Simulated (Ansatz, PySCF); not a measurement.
Molecule: CH4Si, charge -1, multiplicity 2. 
Coordinates optimised at B3LYP-D3(BJ)/def2-TZVP (Ansatz, a quantum-chemistry and plane-wave program):
```xyz
6

C     -1.1698    -0.0280     0.3042
Si     0.5757     0.0109    -0.2256
H     -1.8002     0.8509     0.1566
H     -1.7394    -0.9557     0.2240
H      1.2889    -1.1166     0.5201
H      1.2099     1.2362     0.4322
```
Charge -1, spin multiplicity 2.

Total electronic energies in hartree. Correlated levels leave the core frozen unless marked. UHF or UKS for open shells. Spin-orbit coupling is left out. No relativistic terms. FCI takes restricted orbitals. CBS(X,Y): correlation extrapolated as X^-3; Hartree-Fock from the larger set. The bracket is a focal-point correction in the basis named.

```json
[
 {"level": "HF/def2-SVP", "program": "Ansatz", "energy (Eh)": "-328.91539"},
 {"level": "HF/def2-TZVPPD", "program": "Ansatz", "energy (Eh)": "-329.07256"},
 {"level": "RI-HF/def2-TZVPP", "program": "Ansatz", "energy (Eh)": "-329.06901"},
 {"level": "RI-HF/def2-QZVPP", "program": "Ansatz", "energy (Eh)": "-329.08299"},
 {"level": "SVWN5/def2-TZVPD", "program": "Ansatz", "energy (Eh)": "-328.41328"},
 {"level": "M06-L-D4/def2-TZVPD", "program": "PySCF + dftd4", "energy (Eh)": "-329.95298"},
 {"level": "r2SCAN/def2-TZVPD", "program": "Ansatz", "energy (Eh)": "-329.91320"},
 {"level": "r2SCAN-D4/def2-TZVPD", "program": "Ansatz + dftd4", "energy (Eh)": "-329.91423"},
 {"level": "BHLYP-D3(BJ)/def2-TZVPD", "program": "Ansatz + dftd3", "energy (Eh)": "-329.93834"},
 {"level": "BHLYP/def2-TZVPD", "program": "Ansatz", "energy (Eh)": "-329.93352"},
 {"level": "wB97X-V/def2-TZVPD", "program": "Ansatz", "energy (Eh)": "-329.89982"},
 {"level": "B2GP-PLYP-D3(BJ)/def2-TZVPD", "program": "Ansatz + dftd3", "energy (Eh)": "-329.74598"},
 {"level": "SCS-MP2/cc-pVTZ", "program": "Ansatz", "energy (Eh)": "-329.37296"},
 {"level": "FCI/STO-3G", "program": "Ansatz", "energy (Eh)": "-325.15501"},
 {"level": "RI-MP2/CBS(aug-cc-pV(T+d)Z,aug-cc-pV(Q+d)Z)+[CCSD(T)-MP2]/aug-cc-pV(T+d)Z", "program": "Ansatz", "energy (Eh)": "-329.4696"}
]
```

Totals of different functionals don't rank their quality; only differences between species are comparable.
